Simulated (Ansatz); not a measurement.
Cost and result up the ladder for Al12P10F6 (28 atoms). The state is a singlet with charge 0. Geometry: PBE-D4/def2-SVP.

```tsv
atom	x (Å)	y (Å)	z (Å)
P1	0.9782	0.3310	-3.8670
P2	-3.8910	-2.3102	1.0636
P3	-3.7886	-0.4318	-2.9573
P4	-0.8694	-1.2054	-1.1222
P5	0.0095	-0.5926	2.1320
P6	0.9707	2.0661	-0.4477
P7	-2.9042	1.8449	0.6711
P8	2.7777	-2.0491	-0.8884
P9	3.8523	0.9192	2.0794
P10	-1.9325	2.4806	-3.2677
Al11	-1.6049	-2.0613	1.2140
Al12	0.8346	-1.9911	0.3114
Al13	-1.3914	0.1217	-3.2952
Al14	1.9443	0.0976	-1.7208
Al15	0.2457	2.2002	-2.6652
Al16	-3.1913	-1.5255	-1.0532
Al17	-4.0478	0.0084	1.4895
Al18	-3.1641	1.4501	-1.6189
Al19	-0.7997	0.7808	0.3614
Al20	2.1216	-0.2821	3.1945
Al21	3.2423	2.0402	0.1116
Al22	3.5556	-1.0447	1.0010
F23	-0.3110	-3.3923	0.9453
F24	3.5885	0.9978	-1.4155
F25	-5.3181	0.3460	2.5390
F26	2.1223	-0.3476	4.8697
F27	4.0924	3.4602	-0.1858
F28	2.8784	-1.9111	2.5216
```

Ansatz on 2 threads of AMD EPYC 7R13 on a shared host and a share (18 GiB) of an NVIDIA H100 80GB HBM3. Times are rough, and most runs start from the orbitals of an earlier one. CAM-B3LYP-D4/def2-SVP serves as the yardstick here, not as an exact answer. Differences are given only for rows in sets of like size (and for xTB, whose basis is part of the method), since another set adds its own error. Binding counts from free atoms at the same level (P quartet, Al doublet, F doublet; other spins of the atoms weren't run), without zero-point energy or a counterpoise term.

Correlated methods freeze 116 core orbitals. The rows differ in basis, and correlated rows in double-zeta sets carry the largest basis error. Single mean-field runs in def2-SVP, def2-mTZVP are fitted with def2-universal-jkfit.

Correlated methods converge slowly with the basis, most of all in double-zeta sets.

```json
{"level": "LDA (SPW92)/def2-SVP", "functions": "480", "wall time": "6 s"}
{"level": "MP2/def2-SVP", "functions": "480", "wall time": "8 s"}
{"level": "r2SCAN-D4/def2-mTZVP", "functions": "598", "wall time": "10 s"}
{"level": "r2SCANh-D4/def2-SVP", "functions": "480", "wall time": "11 s"}
{"level": "r2SCAN-D4/def2-SVP", "functions": "480", "wall time": "12 s"}
{"level": "PBE-D4/def2-SVP (with forces)", "functions": "480", "wall time": "12 s"}
{"level": "RPA@PBE/def2-SVP", "functions": "480", "wall time": "13 s"}
{"level": "CAM-B3LYP-D4/def2-SVP", "functions": "480", "wall time": "14 s"}
{"level": "PBE0-D4/def2-SVP (with forces)", "functions": "480", "wall time": "15 s"}
```

Problem. Estimate what each level gives for the binding energy per atom (eV).

Solution. 
```tsv
level	binding energy per atom (eV)	difference from CAM-B3LYP-D4/def2-SVP (eV)
LDA (SPW92)/def2-SVP	4.58	0.77
MP2/def2-SVP	3.68	-0.13
r2SCAN-D4/def2-mTZVP	3.85	–
r2SCANh-D4/def2-SVP	3.93	0.13
r2SCAN-D4/def2-SVP	3.98	0.17
PBE-D4/def2-SVP (with forces)	4.07	0.26
RPA@PBE/def2-SVP	3.30	-0.51
CAM-B3LYP-D4/def2-SVP	3.81	0.00
PBE0-D4/def2-SVP (with forces)	3.96	0.15
```
